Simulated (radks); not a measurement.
I+, configuration [Kr] 4d10 5s2 5p3 5d1 (not the ground configuration).

Calculated with a radial shooting solver on a logarithmic mesh with Libxc functionals: Dirac Kohn-Sham, XLYP, spin-unpolarised, spherical densities, point nucleus; open shells fill j = l - 1/2 first.

Energy parts (hartree):
| part | energy |
|---|---|
| total | -7119.50104 |
| kinetic | 7547.18386 |
| electron-nucleus | -17278.63001 |
| Hartree | 2794.38522 |
| exchange-correlation | -182.44010 |

Orbitals (lengths in bohr, moments of r in powers of bohr):
orbital  occ.  eigenvalue (hartree)      <r>   <1/r>
1s1/2       2             -1212.043  0.02722   56.85
2s1/2       2             -187.5924   0.1167   13.27
2p1/2       2             -176.0434  0.09845   13.25
2p3/2       4             -165.0581   0.1041   12.22
3s1/2       2             -38.22420   0.3138   4.730
3p1/2       2             -33.44972   0.3040   4.640
3p3/2       4             -31.38298   0.3156   4.386
3d3/2       4             -22.96903   0.2865   4.241
3d5/2       6             -22.53439   0.2901   4.176
4s1/2       2              -7.08606   0.7397   1.902
4p1/2       2              -5.41997   0.7724   1.792
4p3/2       4              -5.01636   0.8007   1.709
4d3/2       4              -2.33864   0.9129   1.457
4d5/2       6              -2.27535   0.9243   1.436
5s1/2       2              -1.04802    1.894  0.6916
5p1/2       2              -0.66566    2.209  0.5873
5p3/2       1              -0.62049    2.300  0.5610
5d3/2       1              -0.19180    3.937  0.3242
5d5/2       0              -0.18914    3.987  0.3199

The highest occupied level is 5d3/2 at -5.219 eV. The density falls to 0.001 e/bohr^3 at r = 4.56 bohr.
